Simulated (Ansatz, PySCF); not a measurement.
Species: sum formula BN2H4 (charge 0, doublet). It need not be the lowest isomer of its formula. 
Coordinates optimised at B3LYP-D3(BJ)/def2-TZVP (Ansatz, a first-principles code):
SMILES: [NH]BN
```xyz
7

B     -0.1435    -0.3636     0.2469
N     -1.1707     0.6237     0.1717
N      1.1428    -0.1944    -0.2785
H     -0.3899    -1.3571     0.8802
H     -1.9881     0.4310    -0.4035
H      1.4201     0.6152    -0.8080
H      1.8705    -0.8759    -0.1555
```
Charge 0, spin multiplicity 2.

Total electronic energies in hartree. Valence correlation only, unless marked. UHF or UKS for open shells. No spin-orbit coupling. Non-relativistic. Basis-set limits of correlation are two-point, X^-3; Hartree-Fock from the larger set. [CCSD(T)-MP2]/basis is that difference in the basis named.

| level | program | energy (Eh) |
|---|---|---|
| HF/6-31G | Ansatz | -135.88047 |
| HF/aug-cc-pVTZ | Ansatz | -135.99214 |
| HF/cc-pwCVTZ | Ansatz | -135.99048 |
| HF-D3(BJ)/def2-TZVPD | PySCF + dftd3 | -136.02279 |
| BLYP/def2-TZVPD | Ansatz | -136.76943 |
| M06-L/def2-TZVPD | PySCF | -136.79416 |
| r2SCAN/def2-TZVPD | Ansatz | -136.73717 |
| PBE0-D4/def2-TZVP | Ansatz + dftd4 | -136.65032 |
| HSE06-D4/def2-TZVPD | Ansatz + dftd4 | -136.64396 |
| LC-wPBE/def2-TZVPD | Ansatz | -136.72405 |
| B2PLYP-D3(BJ)/def2-TZVPD | Ansatz + dftd3 | -136.70120 |
| PBE-QIDH/def2-TZVPD | Ansatz | -136.62335 |
| SCS-MP2/STO-3G | Ansatz | -134.31833 |
| CCSD/6-31G* | Ansatz | -136.33100 |
| RI-MP2/CBS(aug-cc-pVTZ,aug-cc-pVQZ)+[CCSD(T)-MP2]/aug-cc-pVTZ | Ansatz | -136.5978 |

Totals of different functionals don't rank their quality; only differences between species are comparable.
